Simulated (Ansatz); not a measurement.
## A geometry optimisation of C2H6GeO2Si with PBE-D3(BJ)/def2-SVP

The starting geometry of this gas-phase singlet was optimised with GFN2-xTB; its bonds are those of `O=[CH][GeH]([SiH3])[CH]=O`.

```xyz
12

C     2.1831    0.1680   -0.0264
C     0.5700   -1.7234    1.8200
Ge    0.2988   -0.2308    0.5180
O     2.8880   -0.6838   -0.5011
O     0.0535   -1.7854    2.9007
Si   -1.0587   -0.8772   -1.3162
H     2.5819    1.1903    0.1314
H    -0.1754    0.9601    1.3382
H    -2.3398   -1.3784   -0.8199
H    -1.2854    0.2798   -2.1821
H    -0.3596   -1.9267   -2.0556
H     1.2472   -2.5327    1.4747
```

**Question.** Where would you expect an optimisation with PBE-D3(BJ)/def2-SVP to take it?

**Answer.** It keeps its bonds, and is `O=[CH][GeH]([SiH3])[CH]=O`.

The energy falls by 0.14 eV over 17 steps:

```json
{"step": "1", "E − E(last) (eV)": "0.142"}
{"step": "3", "E − E(last) (eV)": "0.026"}
{"step": "5", "E − E(last) (eV)": "0.005"}
{"step": "6", "E − E(last) (eV)": "0.004"}
{"step": "8", "E − E(last) (eV)": "0.002"}
{"step": "10", "E − E(last) (eV)": "0.001"}
{"step": "12", "E − E(last) (eV)": "0.000"}
{"step": "13", "E − E(last) (eV)": "0.000"}
{"step": "15", "E − E(last) (eV)": "0.000"}
{"step": "17", "E − E(last) (eV)": "0.000"}
```

Final geometry (Å):

```xyz
12

C     2.1789    0.1639   -0.0822
C     0.5595   -1.7523    1.8309
Ge    0.3053   -0.1558    0.6020
O     2.8030   -0.7711   -0.5435
O    -0.0718   -1.9254    2.8478
Si   -1.0173   -0.8493   -1.2682
H     2.6437    1.1955    0.0096
H    -0.3047    1.0402    1.3848
H    -2.3419   -1.3817   -0.7963
H    -1.2500    0.3070   -2.2022
H    -0.2618   -1.9318   -1.9870
H     1.3608   -2.4794    1.4861
```

The end wasn't checked by frequencies. Run with Ansatz 0.2.0, 24 s on 2 threads of Intel(R) Xeon(R) 6975P-C (Granite Rapids), with other jobs on the host.
